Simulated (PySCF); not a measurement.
Al(SH)3 (AlH3S3), SMILES [SH][Al]([SH])[SH].

The structure is a stationary point at B3LYP-D3(BJ)/def2-SVP. One conformer was computed; it need not be the lowest.

Level of theory: r2SCAN/def2-TZVP run with PySCF.

Question: Estimate the frontier levels, gap, dipole moment and polarisability. (The exact figures need the calculation; the answer reports its results.)

Answer: 
```yaml
highest_occupied_level: -6.82 eV
lowest_empty_level: -1.19 eV
orbital_gap: 5.63 eV
dipole_moment: 1.55 D
quadrupole, principal values (traceless, Buckingham form, about the centre of nuclear charge): -6.69, -1.10, 7.79 D·Å
mean_static_polarisability: 83.8 bohr³ (12.42 Å³)
polarisability_principal_values: 61.8, 94.5, 95.1 bohr³
```
